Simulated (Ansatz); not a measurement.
`P[SeH]`, charge 0, multiplicity 1.

Give a relaxed structure at PBE0-D4/def2-TZVP (Ansatz 0.2.0). (Estimate.)

Computed: 
Z-matrix (Å, degrees):
```
P
Se 1 2.263
H 1 1.419 2 96.7
H 1 1.419 2 96.7 3 -93.8
H 2 1.468 1 92.8 3 -133.1
```
Point group Cs.
